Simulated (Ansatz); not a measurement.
`CCCCCCCCCCCCO` with charge -1. Total charge -1; doublet. Geometry PBE-D4/def2-SVP, that of the neutral singlet; atoms count from 1.

```xyz
39

C    -4.996    2.355    1.807
C    -3.740    2.380    0.935
C    -3.513    1.076    0.162
C    -2.312    1.094   -0.794
C    -0.945    1.354   -0.139
C    -0.554    0.374    0.979
C    -0.527   -1.109    0.574
C     0.395   -1.455   -0.604
C     1.873   -1.118   -0.382
C     2.776   -1.566   -1.538
C     4.249   -1.165   -1.403
C     4.975   -1.811   -0.229
O     6.339   -1.432   -0.292
H    -4.948    1.539    2.559
H    -5.908    2.184    1.197
H    -5.136    3.307    2.357
H    -2.855    2.599    1.573
H    -3.802    3.225    0.212
H    -4.430    0.843   -0.424
H    -3.410    0.237    0.888
H    -2.483    1.871   -1.572
H    -2.281    0.128   -1.345
H    -0.920    2.386    0.272
H    -0.166    1.342   -0.933
H     0.442    0.669    1.375
H    -1.252    0.492    1.837
H    -1.558   -1.446    0.331
H    -0.221   -1.710    1.458
H     0.041   -0.945   -1.528
H     0.304   -2.543   -0.819
H     2.209   -1.586    0.570
H     1.996   -0.022   -0.236
H     2.378   -1.141   -2.485
H     2.701   -2.671   -1.655
H     4.340   -0.061   -1.306
H     4.803   -1.439   -2.326
H     4.504   -1.491    0.734
H     4.845   -2.923   -0.290
H     6.789   -1.819    0.481
```

The highest occupied level of the charge -1 doublet lies above zero (up to 3.72 eV). By energy differences it is unbound by 2.59 eV (vertical, against the charge 0 singlet, at PBE0-D4/def2-SVP) and held by the finite basis.

Problem. Estimate the Mulliken populations of the heavy atoms from the PBE0/def2-SVP orbitals of Ansatz.

Solution. 
| atom | charge (e) | spin (α − β) |
| --- | --- | --- |
| C1 | -0.02 | -0.03 |
| C2 | -0.02 | -0.04 |
| C3 | -0.01 | -0.04 |
| C4 | 0.00 | -0.02 |
| C5 | 0.01 | -0.04 |
| C6 | 0.00 | -0.04 |
| C7 | 0.00 | -0.02 |
| C8 | 0.01 | -0.03 |
| C9 | -0.04 | -0.03 |
| C10 | -0.02 | -0.02 |
| C11 | -0.06 | 0.00 |
| C12 | 0.15 | 0.00 |
| O13 | -0.32 | -0.01 |
Mulliken values depend strongly on the basis.

Problem. Where does the spin sit?

Solution. Summed by element: C -0.29, O -0.01, H 1.30, of 1 unpaired in all. Largest on single atoms: H39 0.18, H24 0.08, H26 0.08.

Problem. And the Mayer bond orders between heavy atoms (over 0.3)?

Solution. C1–C2 1.09 (1.53 Å); C2–C3 1.06 (1.53 Å); C3–C4 1.08 (1.54 Å); C4–C5 1.08 (1.54 Å); C5–C6 1.08 (1.54 Å); C6–C7 1.08 (1.54 Å); C7–C8 1.08 (1.54 Å); C8–C9 1.06 (1.53 Å); C9–C10 1.06 (1.53 Å); C10–C11 1.05 (1.53 Å); C11–C12 1.06 (1.52 Å); C12–O13 1.05 (1.42 Å).
